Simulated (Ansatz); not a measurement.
Basis-set extrapolation for Cl₂FHOSi (`O[Si](F)(Cl)Cl`) (PBE0-D4/def2-TZVP geometry, frozen core, the Gaussian-basis code of Ansatz). Multiplicity 1, RHF reference.

```
                       def2-TZVPP    def2-QZVPP
                 HF  -1383.178040  -1383.221623
    MP2 correlation     -0.974434     -1.068531
CCSD(T) correlation     -1.045213       not run
```

Energies in hartree. Use E(X) = E(∞) + A·exp(−7.88·√X) for Hartree–Fock and E(X) = E(∞) + B·X^(−2.97) for correlation, with X = 3 and 4, and add CCSD(T) minus MP2 of the smaller set to the MP2 limit.

**Question.** What is the CCSD(T) energy at the basis-set limit?

**Answer.** HF limit: -1383.221623 + (-0.043583) × 0.13774 = -1383.22763. MP2 limit: -1.068531 + (-0.094097) × 0.74074 = -1.13823. Higher-order term: -1.045213 − (-0.974434) = -0.07078. Total: -1384.43664 hartree, 133.9 kcal/mol below CCSD(T)/def2-TZVPP.
